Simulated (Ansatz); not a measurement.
This geometry of CH$_{6}$FNOSSi (12 atoms, charge 0, multiplicity 1) is a first-order saddle point.

Computed with RKS BLYP/STO-3G in Ansatz.

```xyz
12
Properties=species:S:1:pos:R:3
N -0.810 -0.667 -0.788
C 0.273 -0.650 0.374
F 1.148 -1.757 0.240
S -0.659 -0.775 2.032
Si 1.062 1.125 0.065
O -0.234 1.986 -0.679
H -0.264 -1.048 -1.633
H -1.480 -1.482 -0.578
H -1.897 -0.660 1.444
H 2.246 0.960 -0.790
H 1.509 1.767 1.299
H -0.816 1.145 -0.952
```

Which two structures does it join? (They come from a converged band through this point; their orientation in space is the band's.)

No bond is made or broken. The dihedral F3–C2–S4–H9 goes from 82 to -51°.

First end point:

```xyz
12
Properties=species:S:1:pos:R:3
N -0.805 -0.687 -1.061
C 0.072 -0.662 0.270
F 1.006 -1.730 0.217
S -1.169 -0.899 1.672
Si 0.854 1.144 0.135
O -0.157 1.908 -1.025
H -0.207 -1.255 -1.749
H -1.638 -1.340 -0.883
H -0.317 -0.403 2.632
H 2.259 1.009 -0.274
H 0.859 1.824 1.431
H -0.683 1.035 -1.331
```

Last end point:

```xyz
12
Properties=species:S:1:pos:R:3
N -0.804 -0.644 -0.852
C 0.191 -0.482 0.398
F 1.107 -1.563 0.353
S -0.793 -0.477 1.996
Si 0.948 1.299 0.014
O -0.086 1.900 -1.219
H -0.317 -1.374 -1.474
H -1.672 -1.169 -0.501
H -1.174 -1.798 1.873
H 2.346 1.118 -0.396
H 0.966 2.137 1.215
H -0.635 1.000 -1.373
```

How far does it lie above each of them?

0.126 eV above the first and 0.154 eV above the second. This is the barrier of this one path; another mechanism may lie lower. Limits of this set-up: minimal basis.

Time of the run: 4.4 min on 1 thread of Arm Neoverse V2 (shared host), peak memory 0.1 GiB.
